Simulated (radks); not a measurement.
Problem. Radial electron density D(r) = 4 pi r^2 rho(r) of an atom or ion with 18 electrons. Calculated with a radial shooting solver on a logarithmic mesh with Libxc functionals: Dirac Kohn-Sham, PBE, spin-unpolarised, spherical densities, point nucleus.

```
   r/bohr * D(r) (the largest magnitude, 101, reaches the edge; | marks zero)
0.0008095 |*
 0.001005 | *
 0.001247 |  *
  0.00156 |   *
 0.001936 |     *
 0.002403 |       *
 0.002982 |          *
 0.003701 |              *
 0.004593 |                  *
 0.005747 |                        *
 0.007132 |                              *
 0.008852 |                                    *
  0.01099 |                                         *
  0.01363 |                                            *
  0.01692 |                                             *
  0.02117 |                                           *
  0.02628 |                                        *
  0.03261 |                                       *
  0.04047 |                                           *
  0.05023 |                                                 *
  0.06234 |                                                      *
  0.07799 |                                                   *
   0.0968 |                                      *
   0.1201 |                         *
   0.1491 |                    *
   0.1851 |                       *
   0.2315 |                       *
   0.2873 |              *
   0.3566 |     *
   0.4426 |*
   0.5493 *
   0.6817 *
```

What is the nuclear charge?

Solution. Z = 62. The innermost maximum, from 1s, lies near gamma/Z bohr with gamma = sqrt(1 - (Z/c)^2) = 0.892, here 0.0144 bohr (found: 0.0159), and its height grows with Z. The density is that of the samarium ion Sm44+ in [Ar]; the configuration itself is not fixed sharply by these data, and Z only to a few units. D(r) has 3 maxima, at r = 0.0159, 0.0649, 0.209 bohr, and minima at 0.0308, 0.148 bohr, inside which lie 2.03, 10.44 electrons.
